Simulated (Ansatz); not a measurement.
C₄H₈O₄Si⁻, that is Si(OAc)2H2 with one electron more. Total charge -1; doublet. Geometry r2SCAN-D4/def2-SVP, that of the neutral singlet; atoms count from 1.

```xyz
17

Si    0.240   -0.606   -0.569
O    -1.311   -0.056   -0.073
C    -2.324   -0.686   -0.695
C    -3.675   -0.205   -0.265
O    -2.105   -1.552   -1.517
H    -4.458   -0.759   -0.796
H    -3.763    0.873   -0.469
H    -3.783   -0.334    0.822
O     1.157    0.437    0.443
C     2.486    0.274    0.310
C     3.287    1.185    1.188
O     2.937   -0.547   -0.463
H     4.357    0.996    1.050
H     3.001    1.030    2.239
H     3.049    2.231    0.944
H     0.469   -0.268   -1.987
H     0.435   -2.011   -0.162
```

The highest occupied level of the charge -1 doublet lies above zero (up to 3.25 eV). By energy differences it is unbound by 1.52 eV (vertical, against the charge 0 singlet, at PBE0-D4/def2-SVP) and held by the finite basis.

Q: Estimate the Mulliken populations from the PBE0/def2-SVP orbitals of Ansatz.

A: 
| atom | charge (e) | spin (α − β) |
| --- | --- | --- |
| Si1 | 0.72 | 0.04 |
| O2 | -0.45 | -0.02 |
| C3 | 0.10 | 0.32 |
| C4 | -0.02 | -0.04 |
| O5 | -0.38 | 0.13 |
| H6 | 0.01 | 0.00 |
| H7 | 0.01 | 0.04 |
| H8 | 0.01 | 0.04 |
| O9 | -0.45 | -0.02 |
| C10 | 0.10 | 0.32 |
| C11 | -0.02 | -0.04 |
| O12 | -0.38 | 0.13 |
| H13 | 0.01 | 0.00 |
| H14 | 0.01 | 0.03 |
| H15 | 0.01 | 0.04 |
| H16 | -0.13 | 0.01 |
| H17 | -0.13 | 0.01 |
Mulliken values depend strongly on the basis.

Q: Where does the spin sit?

A: Summed by element: Si 0.04, O 0.23, C 0.56, H 0.17, of 1 unpaired in all. Largest on single atoms: C10 0.32, C3 0.32, O12 0.13.

Q: And the Mayer bond orders between heavy atoms (over 0.3)?

A: Si1–O2 0.95 (1.72 Å); Si1–O9 0.95 (1.72 Å); O2–C3 1.05 (1.35 Å); C3–C4 1.07 (1.50 Å); C3–O5 1.76 (1.21 Å); O9–C10 1.05 (1.35 Å); C10–C11 1.07 (1.50 Å); C10–O12 1.76 (1.21 Å).
